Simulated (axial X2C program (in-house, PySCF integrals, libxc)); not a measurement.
# Spin–orbit effects down a group: molecules with Cr, PBE0

Calculated with an in-house relativistic program for diatomic molecules, spin-free (one-electron X2C) or two-component (2c: spin–orbit coupling with atomic mean-field Coulomb and Gaunt terms, which also bring small scalar terms), in Dyall basis sets with cores contracted in-house; open shells are unrestricted.

Basis sets: As dyall-v3z, Cr dyall-cv3z, Cr dyall-v3z, N dyall-av3z, P dyall-v3z, Sb dyall-cv3z.

```tsv
molecule	spin-free state	Re (Å)	ωe (cm⁻¹)	De (eV)	2c state	Re 2c (Å)	ωe 2c (cm⁻¹)	De 2c (eV)
CrN	M_S = 3/2, Λ = 0	1.552	779.2	3.18	Ω = 3/2	1.552	778.6	3.17
CrP	?	?	?	?	?	?	?	?
CrAs	M_S = 7/2, Λ = 0	2.545	240.7	1.13	Ω = 3/2	2.338	260.2	1.80
CrSb	M_S = 7/2, Λ = 0	2.731	203.7	1.04	Ω = 7/2	2.730	203.6	0.99
```

Problem. Estimate the 2c Re and ωe of CrP as the mean of its neighbours in the table.

Solution. Re ≈ 1.945 Å, ωe ≈ 519.4 cm⁻¹. The PBE0 runs give the row below, so the estimate misses by -0.264 Å and 168.0 cm⁻¹.

```
molecule   spin-free state  Re (Å)  ωe (cm⁻¹)  De (eV)  2c state  Re 2c (Å)  ωe 2c (cm⁻¹)  De 2c (eV)
     CrP  M_S = 3/2, Λ = 0   2.208      351.8     2.05   Ω = 3/2      2.209         351.4        2.05
```

Each entry is the lowest single determinant of a limited PBE0 search at one distance. De goes to single-determinant-based atoms at the same level (for ions the charge split of lowest energy) and is withheld (n/a) where an atom does not fit its ground term or J level. Main or longest-lived isotopes. One determinant is a doubtful description, or other states lie close, for CrN, CrP, CrAs, CrSb; these need not be ground states, and all values refer to the states named. With several unpaired electrons the Ω given is that of one determinant, not necessarily of the lowest component. The lowest determinant changes configuration between the Hamiltonians for CrAs, so two states are compared there.
